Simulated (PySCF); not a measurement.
**Correlation energy of Rh+ (rhodium, charge +1)**

Starting occupation: [Kr] 4d8, 4d3/2 with m_j = -1/2, +1/2, +3/2, 4d5/2 with m_j = -3/2, -1/2, +1/2, +3/2, +5/2. Calculation: PySCF 2.14, in x2c-SVPall-2c with one added diffuse shell each of s, p, d type (7s9p7d1f, 76 functions); X2C-1e with screened-nucleus spin-orbit coupling, Gaussian nucleus. Frozen: [Ar] 3d10; 16 electrons correlated; the 6 highest virtual spinors left out.

MP2 pair energies summed by pair of shells (mhartree):

| pair | energy | share (%) |
| --- | --- | --- |
| 4d-4d | -164.99 | 44.8 |
| 4d-4p | -130.27 | 35.4 |
| 4p-4p | -43.96 | 11.9 |
| 4p-4s | -13.92 | 3.8 |
| 4d-4s | -12.36 | 3.4 |
| 4s-4s | -2.72 | 0.7 |

Total MP2 correlation energy: -368.23 mhartree.

The GHF reference relaxed away from the jj start to a determinant that is no pure jj level (⟨S²⟩ = 2.01, ⟨J²⟩ = 20.02); the energies belong to that determinant.

This basis was not built for core-valence correlation, so the inner-shell part is incomplete.
